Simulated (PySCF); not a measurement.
## Electron correlation in Ge²⁺ (germanium, charge +2)

[Ar] 3d10 4s2, closed-shell 1S. All numbers are calculated (PySCF 2.14, scalar relativity through the core potential, in aug-cc-pVDZ-PP with ECP10MDF). Frozen: 3s2 3p6 3d10; 2 electrons correlated.

With two correlated electrons CCSD is exact within the correlated space (frozen core and kept virtual orbitals).

```csv
level,correlation energy (mhartree)
CCSD,-37.78
```

Diagnostics: T1 = 0.0031, D1 = 0.0044, largest double amplitude 0.102.

Cost of the coupled-cluster step: about 0.07 core-seconds, for 2 correlated electrons.

Iterations:

```
CC2 = 0
CCSD nocc = 1, nmo = 23
frozen orbitals [0, 1, 2, 3, 4, 5, 6, 7, 8]
max_cycle = 100
direct = 0
conv_tol = 1e-08
conv_tol_normt = 1e-06
diis_space = 8
diis_start_cycle = 0
Init t2, MP2 energy = -292.535574991264  E_corr(MP2) -0.0255024156723202
Init E_corr(CCSD) = -0.025502415672347
cycle = 1  E_corr(CCSD) = -0.0333311516475678  dE = -0.00782873598  norm(t1,t2) = 0.0430319
cycle = 2  E_corr(CCSD) = -0.0360325897272772  dE = -0.00270143808  norm(t1,t2) = 0.0170993
cycle = 3  E_corr(CCSD) = -0.0377891371583381  dE = -0.00175654743  norm(t1,t2) = 0.00712069
cycle = 4  E_corr(CCSD) = -0.0377764948940024  dE = 1.26422643e-05  norm(t1,t2) = 0.000217403
cycle = 5  E_corr(CCSD) = -0.0377780041056766  dE = -1.50921167e-06  norm(t1,t2) = 1.88308e-05
cycle = 6  E_corr(CCSD) = -0.037776768607203  dE = 1.23549847e-06  norm(t1,t2) = 3.82413e-06
cycle = 7  E_corr(CCSD) = -0.0377770122369322  dE = -2.43629729e-07  norm(t1,t2) = 9.08821e-07
cycle = 8  E_corr(CCSD) = -0.0377770064211857  dE = 5.81574652e-09  norm(t1,t2) = 5.55812e-08
CCSD converged
E(CCSD) = -292.5478495820126  E_corr = -0.03777700642118567
```
